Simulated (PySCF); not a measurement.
# Cl²⁺ (chlorine, charge +2): UHF calculation

Configuration: [Ne] 3s2 3p3, high-spin 4S determinant. Calculation: PySCF 2.14, in aug-cc-pwCVDZ; no relativity, point nucleus.

- Total energy: -458.210800 hartree
- One-electron energy: -618.6546 hartree
- Hartree (Coulomb) energy: 187.3664 hartree
- Exchange energy: -26.9226 hartree
- Kinetic energy: 458.18342 hartree
- ⟨S²⟩: 3.7509
- ⟨L²⟩: 0.000
- Sum of ⟨r⟩: 11.22 bohr
- Sum of ⟨r²⟩: 15.57 bohr²
- Density at the nucleus (Gaussians lack the cusp): 3140 bohr⁻³
- Spin density at the nucleus: 0.482 bohr⁻³
- Langevin diamagnetic susceptibility: -12.3 ×10⁻⁶ cm³/mol

| shell | electrons | mean orbital energy (eV) | rms radius, mean of both spins (bohr) |
| --- | --- | --- | --- |
| 1s α | 1 | -2882.9 | 0.106 |
| 1s β | 1 | -2881.7 | 0.106 |
| 2s α | 1 | -316.75 | 0.480 |
| 2s β | 1 | -315.62 | 0.480 |
| 2p α | 3 | -248.15 | 0.451 |
| 2p β | 3 | -246.05 | 0.451 |
| 3s α | 1 | -57.509 | 1.57 |
| 3s β | 1 | -46.537 | 1.57 |
| 3p α | 3 | -39.678 | 1.73 |

Spin-orbit constants ζ (cm⁻¹) from the X2C one-electron operator on these orbitals (non-relativistic here): bare nucleus, nucleus screened by l(l+1)(2l+1)/3 electrons, and screened by the Breit-Pauli mean field of the electrons.

```tsv
shell	bare	screened nucleus	mean field
2p	9862	8702	8165
3p	865.4	763.6	707.7
```
